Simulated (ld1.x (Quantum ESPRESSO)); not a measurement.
What the settings do to the TM semilocal potential of Bi

Base potential:

Bi, norm-conserving Troullier–Martins (semilocal form), made with ld1.x (Quantum ESPRESSO) 7.5 (PBEsol, scalar-relativistic). Core [Kr] 4d10 4f14, reference 5s2 5p6 5d10 6s2 6p2 (charge +1). Waves: 5p (bound): rc 1.25 bohr; 5d (bound): rc 1.60 bohr; 5s (bound): rc 1.05 bohr. Local part: the s channel. Core correction: a·sin(br)/r model core inside 0.65 bohr.

Occupied shells without a wave of their own: 6p, 6s. They enter only through the test configuration that unscreens the potential, and ld1.x also counts them in the model core charge.

All-electron outer shells of the reference configuration (PBEsol, scalar-relativistic, ld1.x):

```
shell  level (eV)  outermost node (bohr)  outermost maximum (bohr)
   5s     -165.97                   0.44                      0.77
   4f     -160.81                      –                      0.34
   5p     -103.99                   0.48                      0.86
   5d      -35.19                   0.51                      1.03
   6s      -22.19                   0.98                      1.86
   6p      -11.48                   1.14                      2.35
```

Cutoffs, loose and tight: the cutoffs (Ry, on a coarse ladder) from which the occupation-weighted sum of valence levels, in a spherical-Bessel basis at the reference potential, stays within 10 and 1 mRy of its value at 400 Ry. They do not see the model core or the augmentation charge, which bear on the density cutoff. Test errors are all-electron minus pseudo excitation energies from the reference, over the configurations 5s2 5p6 5d10 6s2 6p3; 5s2 5p6 5d10 6s2 6p1; 5s2 5p6 5d10 6s2 6p0; 5s2 5p6 5d10 6s1 6p3; 5s2 5p5 5d10 6s2 6p3; 5s2 5p6 5d9 6s2 6p3; 5s2 5p6 5d9 6s2 6p4. A dash means not determined; rows that change the core or the reference have their own tests.

With those shells counted twice in exchange and correlation these files are broken, and their errors move erratically; no question is asked of them.

A semilocal file is local in each channel, so a ghost entry of none says nothing of the separable form that plane-wave codes build from it.

```csv
change,outcome,"cutoff, loose","cutoff, tight",bound ghosts,largest test error (meV)
base,"generated, misses its reference levels by 1.04 eV",160 Ry,260 Ry,none,-1670
wave 5p (bound): rc 1.25 bohr becomes 5p (bound): rc 0.86 bohr,"generated, misses its reference levels by 1.04 eV",260 Ry,over 300 Ry,none,-1033
wave 5p (bound): rc 1.25 bohr becomes 5p (bound): rc 1.04 bohr,"generated, misses its reference levels by 1.04 eV",200 Ry,300 Ry,none,-1005
wave 5p (bound): rc 1.25 bohr becomes 5p (bound): rc 1.26 bohr,"generated, misses its reference levels by 1.04 eV",160 Ry,260 Ry,none,-1670
wave 5p (bound): rc 1.25 bohr becomes 5p (bound): rc 1.44 bohr,"generated, misses its reference levels by 1.04 eV",160 Ry,260 Ry,none,-2757
wave 5p (bound): rc 1.25 bohr becomes 5p (bound): rc 1.62 bohr,"generated, misses its reference levels by 1.20 eV",160 Ry,260 Ry,none,-4238
wave 5p (bound): rc 1.25 bohr becomes 5p (bound): rc 1.84 bohr,"generated, misses its reference levels by 1.59 eV",160 Ry,260 Ry,none,-5361
```

Reading the sweep of the p radius (base included, trends over the rows without a ghost): The loose cutoff falls from 260 Ry at 0.86 to 160 Ry at 1.84 bohr. A larger radius leaves more room for a smooth pseudo-wave, so fewer plane waves are needed; a smaller one forces it to follow the all-electron wave where it bends sharply. The median size of the test errors (rows with all tests solved) rises from 119.6 meV at 0.86 to 1941.8 meV at 1.84 bohr, with one reversal. More of the atom is replaced by a form fitted at one configuration, so other configurations suffer as the radius grows.
